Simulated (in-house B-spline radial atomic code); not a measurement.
The numbers below are computed, except where a source is named.
**Weak and strong correlation along the adiabatic connection**

Two-electron singlets in several external potentials (atomic units), by full CI in B-splines with partial waves to l = 8 (correlation energies up to 0.6 % small). The repulsion is scaled by λ at fixed density; W(λ) is the mean repulsion less the Hartree energy, W(0) = E_x, and the area under W from 0 to 1 is E_xc.

One system gave this curve:

| λ | W (hartree) |
| --- | --- |
| 0 | -0.69798 |
| 0.02 | -0.69996 |
| 0.05 | -0.70287 |
| 0.12 | -0.70943 |
| 0.25 | -0.72085 |
| 0.4 | -0.73287 |
| 0.6 | -0.74723 |
| 0.8 | -0.75993 |
| 1 | -0.77122 |
| 1.4 | -0.79037 |
| 2 | -0.81271 |
| 3 | -0.839 |
| 4.5 | -0.86438 |
| 7 | -0.88937 |
| 10 | -0.90703 |

Problem. Which system is it?
A. −V exp(−r²/w²), V = 6.72, w = 3.76
B. −Z exp(−kr)/r, Z = 6.23, k = 1.52
C. −Z/r, Z = 2.25
D. −Z exp(−kr)/r, Z = 1.86, k = 0.358

Solution. A. The exchange energy sets the size: −V exp(−r²/w²), V = 6.72, w = 3.76: E_x = -0.698, E_c = -0.0404; −Z exp(−kr)/r, Z = 6.23, k = 1.52: E_x = -3.48, E_c = -0.0453; −Z/r, Z = 2.25: E_x = -1.18, E_c = -0.0424; −Z exp(−kr)/r, Z = 1.86, k = 0.358: E_x = -0.883, E_c = -0.0425 hartree.
